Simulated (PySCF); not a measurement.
# Energy of W²⁺ (tungsten, charge +2) between two integer charges

The 5d alpha orbital of [Xe] 4f14 5d4 is emptied in steps (occupation f), with all orbitals relaxed, ending at [Xe] 4f14 5d3. Computed with PySCF 2.14 in def2-SVP with the def2 core potential (60 electrons) (6s3p2d1f, 32 functions), with a scalar-relativistic core potential. The exact energy is a straight line in f; departures are measured from the line between the end points of the same method.

Q: Among UHF, LDA, PBE, which shows the largest delocalisation error (convex curve), and which is closest to linear?

A: Most convex: LDA (-1.357 eV at f = 0.4); closest to linear: UHF (0.144 eV).

```tsv
f	UHF (eV)	LDA (eV)	PBE (eV)
1	0.000	0.000	0.000
0.8	0.103	-0.888	-0.877
0.6	0.149	-1.346	-1.323
0.4	0.144	-1.357	-1.329
0.2	0.093	-0.909	-0.889
0	0.000	0.000	0.000
```

```csv
method,E(f=0) − E(f=1) (eV),−ε at f=1 (eV),−ε at f=0.4 (eV)
UHF,24.834,25.497,24.692
LDA,26.233,20.765,27.319
PBE,26.049,20.620,27.132
```

Reference removal energy between the ground levels: 26 ± 0.4 eV (semi-empirical (NIST evaluation); NIST Atomic Spectra Database, ionization energies). The calculation has no spin-orbit coupling. The determinant left behind need not be the lowest term of the ion. UHF lacks correlation.
